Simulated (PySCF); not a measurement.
**Electric field gradients and quadrupole coupling constants**

C₈H₁₄N₂.
Structure used (GFN2-xTB), in Å, numbered top down from 1:
```
atom  x, y, z in Å
C1    -3.3323   -0.5941   -0.9068
C2    -2.2054   -0.5868   -0.2004
C3    -1.7542    0.4964    0.6558
C4    -2.6042    1.7163    0.8407
N5    -0.6379    0.4686    1.2797
N6     0.1926   -0.4915    1.4505
C7     1.2926   -0.7498    0.8874
C8     1.8515   -0.0841   -0.3412
C9     3.2350    0.4895   -0.0345
C10    1.9283   -1.0980   -1.4849
H11   -3.6052   -1.4362   -1.5200
H12   -4.0207    0.2331   -0.9017
H13   -1.5407   -1.4427   -0.2346
H14   -3.5704    1.4413    1.2615
H15   -2.1072    2.4082    1.5142
H16   -2.7756    2.2097   -0.1148
H17    1.8817   -1.5372    1.3391
H18    1.1786    0.7324   -0.6285
H19    3.6464    0.9739   -0.9174
H20    3.1752    1.2225    0.7671
H21    3.9144   -0.3037    0.2716
H22    2.3430   -0.6311   -2.3757
H23    2.5639   -1.9361   -1.2055
H24    0.9389   -1.4808   -1.7269
```

Field gradients from the PBE0/pcSseg-1 density (PySCF, non-relativistic), principal values in atomic units, ordered |Vxx| ≤ |Vyy| ≤ |Vzz|:

```json
{"atom": "N5", "Vxx": "0.3831", "Vyy": "0.6940", "Vzz": "-1.0771"}
{"atom": "N6", "Vxx": "0.4080", "Vyy": "0.6721", "Vzz": "-1.0800"}
```

Q: Find the asymmetry η = (Vxx − Vyy)/Vzz and the couplings χ = eQV/h (234.96 MHz × Q in barn × V in au), with Q(14N) = 0.02044 b.

A: 
```
atom   environment  nucleus     η  χzz (MHz)  χxx (MHz)  χyy (MHz)
  N5  C=N nitrogen      14N  0.29      -5.17       1.84       3.33
  N6  C=N nitrogen      14N  0.24      -5.19       1.96       3.23
```

Q: What is Vzz at N5 in SI units (1 au = 9.71736 × 10²¹ V/m²)?

A: -1.0771 au = -10.466 × 10²¹ V/m².

Were the hydrogens deuterons (Q(2H) = 0.00286 b), χzz would run from 195 kHz (H18) to 226 kHz (H12 and H11).

One conformer (not necessarily the lowest) at the GFN2-xTB geometry, without solvent, vibrations or thermal averaging. GFN2-xTB bond lengths can be off by several hundredths of an ångström, more for odd bonds, and the gradients follow them. The basis is small and wasn't made for field gradients, so the couplings can be 20 % off.
